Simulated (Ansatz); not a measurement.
Br₂Zn, SMILES `[Br][Zn][Br]`. Total charge 0; spin multiplicity 1. Geometry: relaxed with PBE0-D4/def2-TZVP.

```xyz
3

Br    2.028   -0.426   -0.810
Zn    0.000    0.001   -0.001
Br   -2.028    0.424    0.811
```

What is the dipole moment at PBE/def2-TZVPP? (An estimate is asked.)

Computed: 0.01 D, zero by symmetry or nearly so.

Give the Mulliken charges with PBE, ωB97M-V, r2SCAN in def2-TZVPP. (Estimate.)

The calculation gave: 
```tsv
atom	PBE	ωB97M-V	r2SCAN
Br1	-0.23	-0.25	-0.25
Zn2	0.45	0.50	0.51
Br3	-0.23	-0.25	-0.25
```
